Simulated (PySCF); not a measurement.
A structure optimised at B3LYP-D3(BJ)/def2-SVP, used in a PySCF frequency run:

```
C
H 1 1.1071
C 1 1.4915 2 110.52
C 3 1.3390 1 126.12 2 0.00
H 4 1.0930 3 121.34 1 180.00
H 4 1.0951 5 117.10 3 180.00
H 3 1.0982 4 118.43 5 0.00
Si 1 1.9291 2 105.59 3 129.04
H 8 1.4927 1 114.82 2 -42.54
H 8 1.4941 9 108.99 1 123.22
Si 1 1.9291 2 105.59 3 -129.04
H 11 1.4927 1 114.82 2 42.54
H 11 1.4941 12 108.99 1 -123.22
Si 11 2.3638 12 122.36 13 -130.79
H 14 1.4899 11 120.54 12 102.83
H 14 1.4933 15 110.06 11 134.85
```

Task: Write its SMILES, formula and point group.

Result: C=CC1[SiH2][SiH2][SiH2]1, C3H10Si3, Cs

Task: What are its rotational constants (standard atomic weights)?

Result: 3.1619, 1.1988, 0.94030 GHz
